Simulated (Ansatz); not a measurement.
Ta(NH)(OSiH3)3 (TaSi₃NO₃H₁₀). The state is a singlet with charge 0. Geometry PBE-D4/def2-SVP; atoms count from 1.

```xyz
18

Ta   -0.0265    0.0023    0.1008
N    -0.5562    0.1124    1.8022
H    -0.8586    0.1746    2.7742
O     0.8624    1.6485   -0.3664
Si    1.4351    3.2088   -0.0895
H     1.2811    3.5701    1.3638
H     0.6518    4.1769   -0.9333
H     2.8876    3.2709   -0.4754
O    -1.5837   -0.2625   -1.0049
Si   -3.2289   -0.4578   -1.3121
H    -4.0086   -0.3945   -0.0272
H    -3.4478   -1.7914   -1.9702
H    -3.6861    0.6367   -2.2354
O     1.1824   -1.4906   -0.0647
Si    2.0743   -2.8077    0.4916
H     1.8303   -3.0172    1.9611
H     3.5350   -2.5441    0.2539
H     1.6567   -4.0354   -0.2686
```

In the def2 sets Ta takes a core potential; there is no spin–orbit coupling.

**Question.** Estimate the Mulliken populations from the PBE0/def2-TZVP orbitals of Ansatz.

**Answer.** 
```
atom  charge (e)  d electrons
 Ta1        1.45         2.59
  N2       -0.67            –
  H3        0.23            –
  O4       -0.56            –
 Si5        0.30            –
  H6       -0.02            –
  H7       -0.03            –
  H8       -0.03            –
  O9       -0.56            –
Si10        0.30            –
 H11       -0.02            –
 H12       -0.03            –
 H13       -0.03            –
 O14       -0.56            –
Si15        0.30            –
 H16       -0.02            –
 H17       -0.03            –
 H18       -0.03            –
```
Mulliken values depend strongly on the basis.

**Question.** And the Mayer bond orders between heavy atoms (over 0.3)?

**Answer.** Ta1–N2 2.15 (1.79 Å); Ta1–O4 1.00 (1.93 Å); Ta1–O9 1.00 (1.93 Å); Ta1–O14 1.00 (1.93 Å); O4–Si5 1.10 (1.69 Å); O9–Si10 1.10 (1.69 Å); O14–Si15 1.10 (1.69 Å).
